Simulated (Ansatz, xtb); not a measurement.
C3H11BNP: which of two isomers lies lower

Structure X is `CCCB(N)P`, a singlet and structure Y is `CB(P)N(C)C`, a singlet. Both are isolated molecules in the gas phase, relaxed with PBE-D3(BJ)/def2-SVP; the shapes shown needn't be the lowest conformers.

X (Å):

```xyz
17

C    -0.9060    0.8221   -0.0231
C     0.5750    1.2023   -0.0651
C     1.4876    0.1525    0.5952
B     1.5046   -1.2909   -0.0743
N     1.4585   -2.4450    0.7242
P     1.8205   -1.4731   -1.9926
H    -1.2561    0.6876    1.0223
H    -1.0909   -0.1350   -0.5558
H    -1.5458    1.5961   -0.4934
H     0.7171    2.1888    0.4278
H     0.8892    1.3517   -1.1218
H     2.5390    0.5230    0.5730
H     1.2281    0.0638    1.6759
H     1.5035   -3.3977    0.3619
H     1.3882   -2.4004    1.7432
H     1.1886   -2.7549   -2.1750
H     0.6677   -0.7313   -2.4258
```

Y (Å):

```xyz
17

C     1.3966    0.4570    1.2705
C    -1.3484   -1.0274   -1.2334
C     0.7059   -2.0318   -0.4568
B     0.0791    0.2684    0.4067
N    -0.1644   -0.8667   -0.4038
P    -1.2130    1.7399    0.3810
H     1.1958    0.1621    2.3248
H     2.2748   -0.1274    0.9277
H     1.7001    1.5236    1.3113
H    -2.3723    1.0152    0.8316
H    -0.8974    2.2508    1.6867
H    -1.8984   -0.0721   -1.3276
H    -1.0654   -1.3570   -2.2576
H    -2.0432   -1.7934   -0.8187
H     1.5905   -1.8949    0.1886
H     1.0551   -2.2249   -1.4966
H     0.1689   -2.9460   -0.1159
```

Q: Which of the two would you expect CCSD(T)/def2-SVP + ΔMP2/def2-TZVPP electronic energies to favour?

A: Structure X; the calculation gives E(Y) − E(X) = +11.7 kcal/mol.

How the difference moves with the method:

| level | geometry | E(Y) − E(X) (kcal/mol) | departure from the last row (kcal/mol) | job, with rough time for the two |
| --- | --- | --- | --- | --- |
| GFN2-xTB | GFN2-xTB | −2.7 | −14.4 | optimisation, 0.52 s |
| HF/STO-3G | GFN2-xTB | +4.2 | −7.4 | single point, 0.36 s |
| r2SCAN-D4/def2-SVP | GFN2-xTB | +10.7 | −1.0 | single point, 3.9 s |
| PBE-D3(BJ)/def2-SVP | PBE-D3(BJ)/def2-SVP | +9.9 | −1.8 | optimisation, 54 s |
| HF/def2-SVP | PBE-D3(BJ)/def2-SVP | +11.8 | +0.1 | part of the CCSD(T) run |
| MP2/def2-SVP | PBE-D3(BJ)/def2-SVP | +11.9 | +0.2 | part of the CCSD(T) run |
| CCSD(T)/def2-SVP | PBE-D3(BJ)/def2-SVP | +11.0 | −0.7 | single point |
| CCSD(T)/def2-SVP + ΔMP2/def2-TZVPP | PBE-D3(BJ)/def2-SVP | +11.7 |  | single point, 65 s |

As drawn, Y has 2 C–N, 2 C–H in place of 2 C–C, 2 N–H.

GFN2-xTB puts the two in the other order. The largest departure from CCSD(T)/def2-SVP + ΔMP2/def2-TZVPP is that of GFN2-xTB, 14.4 kcal/mol. The last row adds to CCSD(T) the change of the MP2 difference between the two basis sets, here +0.7 kcal/mol.

With thermal terms from frequencies at re-optimised GFN2-xTB minima (ideal gas, soft modes damped towards free rotors, one conformer each, 298.15 K, 1 atm): on the last row, ΔE + ΔZPE = +10.7, ΔH = +11.0, ΔG = +10.6 kcal/mol.

The correlated steps freeze 10 core orbitals. Run with Ansatz 0.2.0, xtb 6.7.1; the last row on 4 threads of Arm Neoverse V1 on a shared host.
